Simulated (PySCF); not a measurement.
Radial density of Cu(2+) (copper, charge +2)

wB97M-V, [Ar] 3d8 4p1, one real determinant (an excited configuration). All numbers are calculated (PySCF 2.14, a scalar-relativistic core potential, in aug-cc-pVTZ-PP with one added diffuse shell each of s, p, d, f, g type with ECP10MDF (7s7p6d4f3g, 113 functions)). This is the valence pseudo-density: the core potential removes the inner electrons and smooths the orbitals near the nucleus.

| r (bohr) | 4πr²ρ (e/bohr) | 4πr²(ρα − ρβ) |
| --- | --- | --- |
| 0.00610 | 1.566e-05 | 0.0000 |
| 0.0103 | 4.224e-05 | 0.0000 |
| 0.0173 | 0.0001123 | 0.0000 |
| 0.0290 | 0.0003980 | 0.0000 |
| 0.0489 | 0.003310 | 0.0006 |
| 0.0822 | 0.04091 | 0.0094 |
| 0.138 | 0.4127 | 0.0961 |
| 0.232 | 2.908 | 0.5940 |
| 0.391 | 13.46 | 1.8701 |
| 0.658 | 21.93 | 2.3777 |
| 1.11 | 7.950 | 1.0788 |
| 1.86 | 1.271 | 0.5772 |
| 3.13 | 0.3181 | 0.2992 |
| 5.27 | 0.02107 | 0.0210 |
| 8.86 | 3.605e-05 | 0.0000 |

⟨L²⟩ = 14.01 against 20 for a pure G term, so this real determinant mixes terms. Energies and moments cover only the electrons outside the core potential.
